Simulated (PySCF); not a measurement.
NMR data simulated for an unnamed compound:

¹H NMR (400 MHz, computed): δ 5.10 (m, 1H), 2.39 (m, 1H), 2.07 (m, 1H), 2.00 (m, 1H), 1.98 (m, 1H), 1.72 (m, 1H), 1.38 (m, 2H), 1.27 (m, 2H).

¹³C{¹H} NMR (computed): δ 94.4 (CH), 73.8 (CH), 26.0 (CH2), 25.6 (CH2), 20.0 (CH2).

Calculated, not measured (PySCF): shieldings: GIAO PBE0/pcSseg-1, geometry: GFN2-xTB. In vacuum, one averaged value for each set of equivalent atoms, relativity neglected, one computed conformer.

References, each an isolated molecule treated in the same way: ¹H (σref 31.72) and ¹³C (σref 186.93) against TMS.

**Question.** Which of these does the molecule contain: an N-methyl group, a three-membered ring, a ketone, a non-aromatic C=C double bond?

**Answer.** 
- An N-methyl group: no.
- A three-membered ring: yes.
- A ketone: no.
- A non-aromatic C=C double bond: no.

The data belong to `InChI=1S/C6H10FN/c7-5-1-2-6(5)8-3-4-8/h5-6H,1-4H2/t5-,6-/m1/s1`; they needn't prove each group on their own.

Carbon signals by region: 2 at 50–100 ppm, 3 below 50 ppm.

Splittings by ¹⁹F in the carbon and heteronuclear signals aren't shown, as no couplings were computed. Shifts are as computed. Against solution values, carbons near 30 ppm lie about +3 ppm off and those near 130 ppm about +5 ppm. Of 1211 compounds with measured shifts, 218 miss one by over three times the rms of a fit or turn the order of signals round; such compounds aren't used in these exercises. No couplings were computed; multiplicities are counted from neighbouring protons, with m where these are inequivalent, close in shift, in a saturated or five-membered ring or joined by F or P, and br s for small geminal =CH2 splittings.
